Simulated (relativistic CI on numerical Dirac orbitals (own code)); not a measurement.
## Os²⁺ (5d6) in a crystal field

Calculated by Dirac-Coulomb-Breit CI, orbitals from a KLI potential per configuration, a model potential for QED, one configuration in a parametric crystal field, unscaled Slater integrals (own radial code). With so little scaling, terms lie 10 to 35 % too far apart, which can change the order of excited levels.

Field parameters in Wybourne normalisation: Oh B⁴₀ = 21Dq, B⁴₄ = √(5/14) B⁴₀. The field is a parameter set, without covalency.

S and J are read from ⟨S²⟩ = S(S + 1) and ⟨J²⟩ = J(J + 1) of each level; they are not fictitious spins.

Oh, 10Dq = 5500 cm⁻¹, the lowest 16 levels:

| E (cm⁻¹) | Degeneracy | Irrep | S | J |
| --- | --- | --- | --- | --- |
| 0.0 | 3 | T2 | 1.94 | 3.92 |
| 414 | 2 | E | 1.90 | 3.79 |
| 702 | 3 | T1 | 1.91 | 3.78 |
| 993 | 1 | A1 | 1.86 | 3.71 |
| 3410 | 3 | T1 | 1.96 | 2.87 |
| 3481 | 3 | T2 | 1.89 | 2.51 |
| 7889 | 2 | E | 1.83 | 2.46 |
| 8092 | 3 | T2 | 1.88 | 2.76 |
| 8379 | 1 | A2 | 1.95 | 3.00 |
| 8805 | 3 | T1 | 1.89 | 1.83 |
| 9092 | 1 | A1 | 1.89 | 1.32 |
| 11152 | 1 | A1 | 0.92 | 4.18 |
| 13050 | 2 | E | 1.08 | 4.24 |
| 13577 | 3 | T1 | 0.99 | 4.32 |
| 14241 | 3 | T2 | 1.14 | 4.28 |
| 16635 | 2 | E | 1.07 | 4.73 |

Oh, 10Dq = 40900 cm⁻¹, the lowest 16 levels:

| E (cm⁻¹) | Degeneracy | Irrep | S | J |
| --- | --- | --- | --- | --- |
| 0.0 | 1 | A1 | 0.08 | 4.49 |
| 30446 | 2 | E | 1.02 | 4.19 |
| 30984 | 3 | T2 | 1.01 | 3.96 |
| 32161 | 3 | T1 | 0.99 | 4.13 |
| 34658 | 1 | A1 | 1.03 | 3.81 |
| 36574 | 3 | T1 | 0.88 | 4.01 |
| 38154 | 2 | E | 1.01 | 3.87 |
| 39489 | 3 | T2 | 1.02 | 3.76 |
| 40452 | 1 | A2 | 1.00 | 3.90 |
| 40807 | 3 | T1 | 0.44 | 4.90 |
| 50517 | 3 | T2 | 0.10 | 3.73 |
| 52557 | 3 | T2 | 1.97 | 3.79 |
| 54571 | 3 | T1 | 1.97 | 3.36 |
| 54650 | 2 | E | 1.97 | 3.46 |
| 56718 | 3 | T2 | 1.97 | 2.53 |
| 56845 | 3 | T1 | 1.96 | 2.66 |

Oh, 10Dq = 36450 cm⁻¹, the lowest 16 levels:

```
E (cm⁻¹)  Degeneracy  Irrep     S     J
     0.0           1     A1  0.11  4.48
   26045           2      E  1.04  4.19
   26619           3     T2  1.02  3.94
   27719           3     T1  1.01  4.13
   30327           1     A1  1.06  3.83
   32150           3     T1  0.90  3.98
   33745           2      E  1.02  3.88
   35063           3     T2  1.04  3.79
   36136           1     A2  1.00  3.95
   36498           3     T1  0.45  4.91
   44033           3     T2  1.95  3.79
   46002           3     T2  0.13  3.76
   46090           3     T1  1.96  3.38
   46182           2      E  1.95  3.50
   48203           3     T2  1.96  2.57
   48380           3     T1  1.94  2.72
```

Oh, 10Dq = 32050 cm⁻¹, the lowest 16 levels:

| E (cm⁻¹) | Degeneracy | Irrep | S | J |
| --- | --- | --- | --- | --- |
| 0.0 | 1 | A1 | 0.14 | 4.47 |
| 21692 | 2 | E | 1.06 | 4.18 |
| 22317 | 3 | T2 | 1.04 | 3.92 |
| 23293 | 3 | T1 | 1.05 | 4.12 |
| 26021 | 1 | A1 | 1.10 | 3.83 |
| 27760 | 3 | T1 | 0.94 | 3.93 |
| 29378 | 2 | E | 1.04 | 3.89 |
| 30574 | 3 | T2 | 1.13 | 3.83 |
| 31904 | 1 | A2 | 1.00 | 4.03 |
| 32223 | 3 | T1 | 0.51 | 4.90 |
| 35845 | 3 | T2 | 1.89 | 3.79 |
| 37902 | 3 | T1 | 1.91 | 3.44 |
| 37982 | 2 | E | 1.93 | 3.56 |
| 39896 | 3 | T2 | 1.95 | 2.61 |
| 40173 | 3 | T1 | 1.92 | 2.81 |
| 40484 | 1 | A1 | 1.88 | 2.97 |

Oh, 10Dq = 27600 cm⁻¹, the lowest 16 levels:

```
E (cm⁻¹)  Degeneracy  Irrep     S     J
     0.0           1     A1  0.19  4.45
   17266           2      E  1.11  4.15
   17972           3     T2  1.08  3.87
   18736           3     T1  1.13  4.08
   21570           1     A1  1.20  3.80
   23247           3     T1  1.04  3.83
   24902           2      E  1.10  3.87
   25308           3     T2  1.54  3.85
   27621           3     T1  0.91  4.69
   27677           1     A2  1.00  4.14
   28471           3     T2  1.55  3.82
   30038           2      E  1.85  3.69
   30229           3     T1  1.65  3.80
   31717           3     T2  1.93  2.71
   32163           3     T1  1.86  2.97
   32676           1     A1  1.79  3.16
```

The free-ion ground term has S = 2. The field overcomes the spin-pairing energy for Oh, 10Dq = 40900 cm⁻¹; Oh, 10Dq = 36450 cm⁻¹; Oh, 10Dq = 32050 cm⁻¹; Oh, 10Dq = 27600 cm⁻¹, where the ground state has lower spin; these fields are assumed values.

Levels of this model without a field, named by their leading LS term: 5D_4 0, 5D_3 3780, 5D_2 4670, 5D_1 6194, 5D_0 6639, 3H_4 15566, 3H_6 17808, 3H_5 18017 cm⁻¹.
